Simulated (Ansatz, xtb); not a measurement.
# CH4AuNSi: which of two isomers lies lower

We compare I, `[H]/N=[Si](/C)[Au]`, a singlet, with II, `C=N[SiH2][Au]`, a singlet. Both are isolated molecules in the gas phase, relaxed with B3LYP-D3(BJ)/def2-SVP; the shapes shown needn't be the lowest conformers.

I (Å):

```xyz
8

C     1.0582    0.5832   -0.2591
Au    1.0471   -2.0751    1.9938
N    -1.3866    0.4403    1.4657
Si    0.0306   -0.2106    1.0856
H     1.2415   -0.1379   -1.0710
H     2.0358    0.8913    0.1439
H     0.5213    1.4600   -0.6507
H    -1.9946    0.0577    2.1879
```

II (Å):

```json
{"atom": "C", "x (Å)": "0.9408", "y (Å)": "1.5706", "z (Å)": "0.5693"}
{"atom": "Au", "x (Å)": "1.1365", "y (Å)": "-1.8210", "z (Å)": "1.9902"}
{"atom": "N", "x (Å)": "0.0239", "y (Å)": "0.8301", "z (Å)": "0.1198"}
{"atom": "Si", "x (Å)": "-0.3365", "y (Å)": "-0.8476", "z (Å)": "0.4599"}
{"atom": "H", "x (Å)": "1.7061", "y (Å)": "1.2321", "z (Å)": "1.3019"}
{"atom": "H", "x (Å)": "1.0244", "y (Å)": "2.6240", "z (Å)": "0.2420"}
{"atom": "H", "x (Å)": "-1.7227", "y (Å)": "-0.9002", "z (Å)": "0.9989"}
{"atom": "H", "x (Å)": "-0.2713", "y (Å)": "-1.5829", "z (Å)": "-0.8324"}
```

Quicker runs give these differences E(II) − E(I): GFN2-xTB +0.285 eV; r2SCAN-D4/def2-SVP +0.189 eV (at GFN2-xTB geometries).

Q: Estimate E(II) − E(I) at the level CCSD(T)/def2-TZVP.

A: Calculated at CCSD(T)/def2-TZVP: E(II) − E(I) = +0.203 eV, so structure I lies lower.

Level by level:

```tsv
level	geometry	E(II) − E(I) (eV)	departure from the last row (eV)	job, with rough time for the two
GFN2-xTB	GFN2-xTB	+0.285	+0.081	optimisation, 0.16 s
r2SCAN-D4/def2-SVP	GFN2-xTB	+0.189	−0.014	single point, 3.6 s
B3LYP-D3(BJ)/def2-SVP	B3LYP-D3(BJ)/def2-SVP	−0.012	−0.215	optimisation, 28 s
HF/def2-TZVP	B3LYP-D3(BJ)/def2-SVP	−0.247	−0.450	part of the CCSD(T) run
MP2/def2-TZVP	B3LYP-D3(BJ)/def2-SVP	+0.282	+0.079	part of the CCSD(T) run
CCSD(T)/def2-TZVP	B3LYP-D3(BJ)/def2-SVP	+0.203		single point, 2.4 min
```

As drawn, II has 1 C=N, 1 N–Si, 2 Si–H in place of 1 N–H, 1 N=Si, 1 C–Si, 1 C–H.

HF/def2-TZVP puts the two in the other order. B3LYP-D3(BJ)/def2-SVP finds them nearly level. The largest departure from CCSD(T)/def2-TZVP is that of HF/def2-TZVP, 0.450 eV.

With harmonic frequencies from B3LYP-D3(BJ)/def2-SVP (ideal gas, rigid rotor, one conformer each, 298.15 K, 1 atm): the zero-point term adds −0.093 eV; ΔH is +0.098 and ΔG +0.123 eV.

The T1 diagnostic of structures I and II is large, so the coupled-cluster value is less sure. The correlated steps freeze 7 core orbitals; the last core shell of Au is correlated, in a basis made for valence electrons. Atoms past krypton carry core potentials in the def2 sets and no spin–orbit term is included. Run with Ansatz 0.2.0, xtb 6.7.1; the last row on 2 threads of Arm Neoverse V2 on a shared host.
